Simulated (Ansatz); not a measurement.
Species: Cl₂In, SMILES `[Cl][In][Cl]` (charge 0, multiplicity 2), formula Cl2In.

Task: How many basis functions does frozen-core CCSD(T)/def2-TZVPP // B3LYP-D3(BJ)/def2-TZVP run with Ansatz (a first-principles code) use, how many core orbitals are frozen, and how many electrons are correlated?

Result: 134 basis functions and 14 frozen orbitals, which leaves 27 correlated electrons (filled d shells below the valence shell are correlated). Core time is of the order of seconds.
